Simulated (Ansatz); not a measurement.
CH₆BrGaO₂Si (`C[O][Ga]([Br])[O][SiH3]`), relaxed with RKS PBE0-D4/def2-TZVP in Ansatz 0.2.0 from a GFN2-xTB geometry. The force threshold is 0.005 eV/Å; the program also tests the step.

Total charge 0; spin multiplicity 1.

Start:

```xyz
12

C    -0.997   -0.921    2.242
O     0.235   -0.253    2.028
Ga    0.973    0.394    0.578
Br    2.978    1.375    0.848
O     0.233    0.320   -0.996
Si    0.155    0.557   -2.618
H    -1.618   -0.306    2.898
H    -1.539   -1.104    1.309
H    -0.787   -1.878    2.725
H    -1.284    0.679   -2.847
H     0.753   -0.636   -3.220
H     0.898    1.774   -2.946
```

(1) How much energy does the relaxation release, and in how many steps? (Best estimate.)

(2) Which bonds change most? (Estimate.)

(3) Give the relaxed structure. (Estimate.)

Results:

(1) Ansatz gave: 14.84 kJ/mol, in 11 steps.

(2) Ansatz gave: Ga3–O5 from 1.741 to 1.766 Å; Si6–H12 from 1.464 to 1.488 Å; Si6–H11 from 1.463 to 1.487 Å; Si6–H10 from 1.462 to 1.485 Å.

(3) Ansatz gave: 
```xyz
12

C    -0.956   -0.881    2.186
O     0.296   -0.228    2.128
Ga    0.958    0.383    0.616
Br    2.962    1.417    0.584
O     0.011    0.163   -0.860
Si    0.133    0.506   -2.456
H    -1.621   -0.329    2.858
H    -1.445   -0.965    1.210
H    -0.818   -1.889    2.590
H    -1.236    0.699   -2.998
H     0.789   -0.619   -3.175
H     0.927    1.744   -2.682
```
